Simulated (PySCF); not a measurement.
## Chromium: a sound run and one with changed settings

Sound run: Cr [Ar] 3d5 4s1, Cr⁺ [Ar] 3d5. All numbers are calculated (PySCF 2.14, scalar relativity by spin-free X2C-1e, in Sapporo-DKH3-DZP-2012). In the sound run the correlated levels freeze [Ar]. The sound run starts from symmetry-adapted Hartree-Fock orbitals and uses a fine grid where one is needed.

Changed run: all electrons correlated in a basis built for the valence shell.

```
species  method  sound run (hartree)  changed run (hartree)  converged
     Cr     MP2          -1049.71153            -1050.00961        yes
    Cr⁺     MP2          -1049.47457            -1049.76268        yes
```

Ionisation energy of Cr:

```json
{"method": "UHF", "sound run (eV)": "6.013", "changed run (eV)": "6.013"}
{"method": "MP2", "sound run (eV)": "6.448", "changed run (eV)": "6.719"}
{"method": "SCS-MP2", "sound run (eV)": "6.158", "changed run (eV)": "6.422"}
```

A valence basis has no tight correlating functions, so it recovers only part of the core correlation, and not evenly between atom and ion.

For comparison, NIST gives 6.767 eV between the lowest levels.
